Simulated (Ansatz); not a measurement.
Calculated with Ansatz (gas phase, PBE0-D4/def2-TZVP geometries, no zero-point term in ΔE). CBS: MP2 limit from def2 TZ/QZ plus the TZ coupled-cluster correction, frozen cores. This one scheme is used for every species. Functionals use def2-TZVPP. HSE06 is defined as in plane-wave codes. def2 core potentials past Kr. For In outer-core shells are correlated without core-valence functions, which leaves a few kJ/mol of doubt a bond. One conformer a species, not always the lowest.

`[SiH3][O][In]([Cl])[Cl]` + `[OH][Al]([F])[O][SiH3]` → `[SiH3][O][In]([Cl])[O][SiH3]` + `[OH][Al]([F])[Cl]`  (redistribution)

`[SiH3][O][In]([Cl])[Cl]`:

Z-matrix (Å, degrees):
```
Si
O 1 1.638
H 1 1.486 2 109.4
H 1 1.490 2 111.2 3 -120.2
H 1 1.487 2 109.6 3 119.6
In 2 1.950 1 136.8 3 123.6
Cl 6 2.288 2 118.1 1 -179.9
Cl 6 2.296 2 119.8 1 0.1
```

`[OH][Al]([F])[O][SiH3]`:

Cartesian coordinates in Å:
```
O 0.578 1.498 -2.304
Al 0.909 1.019 -0.729
F 2.229 1.670 -0.009
O -0.038 -0.072 0.107
Si -0.716 -1.084 1.185
H -0.169 1.171 -2.802
H 0.309 -2.003 1.746
H -1.333 -0.309 2.293
H -1.770 -1.889 0.513
```

`[SiH3][O][In]([Cl])[O][SiH3]`:

```xyz
12

Si   -1.938   -0.178    2.025
O    -0.777   -0.113    0.872
In   -0.476    0.902   -0.772
Cl   -1.964    2.476   -1.518
O     1.162    0.514   -1.757
Si    2.423   -0.510   -1.547
H    -3.225   -0.673    1.461
H    -1.485   -1.106    3.091
H    -2.182    1.167    2.618
H     1.966   -1.928   -1.538
H     3.125   -0.241   -0.262
H     3.371   -0.311   -2.672
```

`[OH][Al]([F])[Cl]`:

Z-matrix (Å, degrees):
```
Al
O 1 1.675
Cl 1 2.076 2 122.8
F 1 1.634 2 118.3 3 180.0
H 2 0.956 1 123.4 3 -0.0
```

| level | ΔE (kJ/mol) | difference from CCSD(T)/CBS |
| --- | --- | --- |
| LDA (SPW92) | 69.8 | 4.0 |
| revPBE-D4 | 61.9 | -3.9 |
| r2SCANh-D4 | 71.1 | 5.3 |
| HSE06 | 71.0 | 5.2 |
| CAM-B3LYP | 75.2 | 9.4 |
| LC-ωPBE | 68.1 | 2.3 |
| RPA@PBE/def2-TZVPP | 65.5 | -0.3 |
| MP2/def2-TZVPP | 67.1 | 1.3 |
| CCSD(T)/def2-TZVPP | 67.7 | 1.9 |
| HF/def2-QZVPP | 84.0 | 18.2 |
| CCSD(T)/CBS | 65.8 | 0 |

Largest T1 diagnostic among the species: 0.015.

Leaving LDA and LC-ωPBE aside and taking each functional with its dispersion term where it has one, the values, not all of them listed here, spread over 16.5 kJ/mol, from revPBE-D4 to BHLYP-D4. LDA lies +4.2 kJ/mol from PBE without D4. From PBE to PBE0 (25 % exact exchange), in def2-TZVPP and without D4, ΔE moves by +5.5 kJ/mol. In def2-TZVPP, CCSD(T) changes the Hartree–Fock value by −16.2 kJ/mol (the triples alone add −3.2 kJ/mol) and MP2 by −16.8 kJ/mol.
